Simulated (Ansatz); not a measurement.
Reaction (SMILES): Brc1cc[c-][se]1 → Brc1c[c-][se]c1
Structures are relaxed separately at B3LYP-D3(BJ)/def2-TZVP in Ansatz (a quantum-chemistry and plane-wave program). Unstable Hartree-Fock reference: Brc1cc[c-][se]1, Brc1c[c-][se]c1.

Property: isomerisation energy (electronic energy difference), in kcal/mol. Correlated levels leave the core frozen unless marked. Spin-orbit coupling is left out. Frozen are the shells of the preceding noble gas and the d and f shells that filled before the atom's block. No relativistic terms. Anions need diffuse functions: aug- sets have them; def2-D sets add few; the other sets have none. Basis-set limits of correlation are two-point, X^-3; Hartree-Fock from the larger set.

```json
[
 {"level": "PBE-D4/def2-TZVPD", "program": "Ansatz + dftd4", "isomerisation energy (kcal/mol)": "-3.7"},
 {"level": "r2SCAN/def2-TZVPD", "program": "Ansatz", "isomerisation energy (kcal/mol)": "-4.3"},
 {"level": "PBE0/def2-TZVP", "program": "Ansatz", "isomerisation energy (kcal/mol)": "-3.8"},
 {"level": "CAM-B3LYP-D4/def2-TZVPD", "program": "Ansatz + dftd4", "isomerisation energy (kcal/mol)": "-3.6"},
 {"level": "CAM-B3LYP/def2-TZVPD", "program": "Ansatz", "isomerisation energy (kcal/mol)": "-3.7"},
 {"level": "MP2/cc-pVDZ", "program": "Ansatz", "isomerisation energy (kcal/mol)": "-3.7"},
 {"level": "CCSD(T)/CBS(aug-cc-pVTZ,aug-cc-pVQZ)", "program": "Ansatz", "isomerisation energy (kcal/mol)": "-3.6"}
]
```
